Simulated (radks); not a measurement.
Values are calculated unless marked as measured or tabulated.
Ge, configuration [Ar] 3d10 4s(up 1, down 1) 4p2 (the NIST ground configuration). Level of theory: scalar-relativistic Kohn-Sham, PBE, spin-polarised, spherical densities, finite nucleus; open shells are filled with parallel spins first; Fermi nuclear charge, rms radius 4.0742 fm (a radial shooting solver on a logarithmic mesh with Libxc functionals).

Radial electron density D(r) = 4 pi r^2 rho(r):

| r (bohr) | D(r) (e/bohr) | spin D(r) |
|---|---|---|
| 0.005502 | 6.720 | -0.000156 |
| 0.00728 | 10.34 | -0.000223 |
| 0.009632 | 15.33 | -0.000285 |
| 0.01274 | 21.68 | -0.000275 |
| 0.01686 | 28.78 | -0.0000252 |
| 0.02213 | 35.08 | 0.000808 |
| 0.02929 | 38.96 | 0.00299 |
| 0.03875 | 38.57 | 0.00768 |
| 0.05127 | 34.72 | 0.0161 |
| 0.06784 | 31.75 | 0.0283 |
| 0.08975 | 34.71 | 0.0397 |
| 0.1188 | 42.49 | 0.0398 |
| 0.1571 | 45.55 | 0.0190 |
| 0.2079 | 36.96 | -0.00992 |
| 0.2729 | 25.38 | -0.00638 |
| 0.3611 | 23.51 | 0.0467 |
| 0.4777 | 28.36 | 0.0810 |
| 0.6321 | 25.87 | 0.0275 |
| 0.8364 | 15.61 | -0.0150 |
| 1.107 | 6.988 | 0.131 |
| 1.464 | 3.390 | 0.465 |
| 1.937 | 2.277 | 0.764 |
| 2.563 | 1.484 | 0.762 |
| 3.365 | 0.7323 | 0.488 |
| 4.452 | 0.2426 | 0.197 |
| 5.89 | 0.05367 | 0.0495 |
| 7.794 | 0.007028 | 0.00688 |
| 10.31 | 0.0004256 | 0.000424 |

D(r) has 3 maxima, at r = 0.0328, 0.149, 0.518 bohr, and minima at 0.0695, 0.325 bohr, inside which lie 2.08, 10.95 electrons.
